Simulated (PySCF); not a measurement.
Cost of response and excited-state runs on `CO[C@@H]1OC[C@H](F)C1=O`, C5H7FO3

Molfile (atoms numbered from 1):
```
C5H7FO3
     RDKit          3D

 16 16  0  0  0  0  0  0  0  0999 V2000
    2.4614   -0.2495    0.5618 C   0  0  0  0  0  0  0  0  0  0  0  0
    1.1536   -0.7808    0.4550 O   0  0  0  0  0  0  0  0  0  0  0  0
    0.3517   -0.1144   -0.4687 C   0  0  2  0  0  0  0  0  0  0  0  0
   -0.0292    1.1702   -0.0472 O   0  0  0  0  0  0  0  0  0  0  0  0
   -1.1571    1.0357    0.7999 C   0  0  0  0  0  0  0  0  0  0  0  0
   -2.0078   -0.0596    0.1508 C   0  0  2  0  0  0  0  0  0  0  0  0
   -2.7176   -0.7897    1.0624 F   0  0  0  0  0  0  0  0  0  0  0  0
   -0.9586   -0.9115   -0.5789 C   0  0  0  0  0  0  0  0  0  0  0  0
   -1.1207   -1.9607   -1.1159 O   0  0  0  0  0  0  0  0  0  0  0  0
    2.4325    0.8073    0.8406 H   0  0  0  0  0  0  0  0  0  0  0  0
    3.0025   -0.3614   -0.3836 H   0  0  0  0  0  0  0  0  0  0  0  0
    2.9531   -0.8279    1.3398 H   0  0  0  0  0  0  0  0  0  0  0  0
    0.8620   -0.0051   -1.4384 H   0  0  0  0  0  0  0  0  0  0  0  0
   -0.8604    0.7110    1.8055 H   0  0  0  0  0  0  0  0  0  0  0  0
   -1.6446    2.0082    0.8492 H   0  0  0  0  0  0  0  0  0  0  0  0
   -2.7284    0.3370   -0.5765 H   0  0  0  0  0  0  0  0  0  0  0  0
  1  2  1  0
  2  3  1  0
  3  4  1  0
  4  5  1  0
  5  6  1  0
  6  7  1  0
  6  8  1  0
  8  9  2  0
  8  3  1  0
  1 10  1  0
  1 11  1  0
  1 12  1  0
  3 13  1  6
  5 14  1  0
  5 15  1  0
  6 16  1  6
M  END
```

PySCF with density fitting, on 1 thread of an Arm Neoverse V2, shared host. Command: `OMP_NUM_THREADS=1 python excited_run.py task.json out`

Q: How long does this run take, and how much memory?
- circular dichroism and optical rotation, PBE0/def2-SVPD; 8 states; writes grids

A: 
```csv
run,level,basis functions,wall time,peak memory (GiB)
circular dichroism and optical rotation,PBE0/def2-SVPD,248,87 s,1
```
Times from a shared host are rough.
